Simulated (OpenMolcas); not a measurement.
A calculation on Ge III.

* Program: OpenMolcas 26.06
* Method: MS-CASPT2, IPEA 0.25 Eh, imaginary shift 0.1 Eh (closed shells correlated: 3d)
* Basis: ANO-RCC-VTZP [6s5p3d1f]
* Scalar Hamiltonian: DKH2, point nucleus
* Active space: 2 electrons in 4 orbitals (4s 4p)
* State averaging: 2S+1 = 3 even, 3 roots; 2S+1 = 1 even, 7 roots; 2S+1 = 3 odd, 3 roots; 2S+1 = 1 odd, 3 roots
* Spin-orbit coupling: RASSI with atomic mean-field integrals over the reference wave functions, term energies averaged over their components

(1) Which level of the active space comes out lowest?

(2) How high does 4p2 1S0 lie?

(3) How high does 4s 4p 3P* 2 lie?

(4) How high does 4p2 1D2 lie?

(5) The level at 148676 cm-1 has J = 2. What is it made of, and what is its g factor?

Measured values: Sugar and Musgrove, J. Phys. Chem. Ref. Data 22, 1213 (1993).

Answers

(1) 4s2 1S0, with 100 % of that term; it is also the measured ground level.

(2) 174911 cm-1 above the lowest level; measured 174114 cm-1 above the ground level, so the calculation is off by 0 %.

(3) 62495 cm-1 above the lowest level; measured 64144 cm-1 above the ground level, so the calculation is off by -3 %.

(4) 152140 cm-1 above the lowest level; measured 144975 cm-1 above the ground level, so the calculation is off by +5 %.

(5) 92 % 4p2 3P2, 8 % 4p2 1D; g = 1.463, against 1.501 from Landé's formula for the pure leading term.

Some levels mix across a computed gap that differs much from the measured one, so their mixing is not that of the real levels. The ¹D term of p² mixes with s d, which this space lacks. Measured partners are found by configuration, term and J. A level has none where our copy of the source lacks it or the pairing is in doubt (some pairs that miss far off the trend of their configuration count as doubtful), and it then counts in no deviation. Only configurations of the active space appear.

* marks odd parity.
